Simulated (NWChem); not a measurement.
System: CBr3Cl; SMILES ClC(Br)(Br)Br

NWChem input:

```
start job
memory heap 200 mb stack 900 mb global 1100 mb
geometry units angstroms noautoz
  Cl     0.000000     0.000000     2.068254
  C      0.000000     0.000000     0.307996
  Br     0.988814    -1.536242    -0.342737
  Br     0.836018     1.624459    -0.342737
  Br    -1.824832    -0.088217    -0.342737
end
basis spherical
  * library def2-tzvpd
end
dft
  xc pbe0
  iterations 150
  semidirect filesize 400000000
  mulliken
end
task dft energy
```

All runs use the structure optimised with PBE0/def2-SVP.

Q: Predict the main results of this run. (PBE0/def2-TZVPD.) Quantities: energy (Ha); highest occupied level (eV); orbital gap (eV); dipole (D).

A: 
| Quantity | Value |
|---|---|
| energy (Ha) | -8219.69 |
| highest occupied level (eV) | -8.28 |
| orbital gap (eV) | 5.80 |
| dipole (D) | 0.07 |
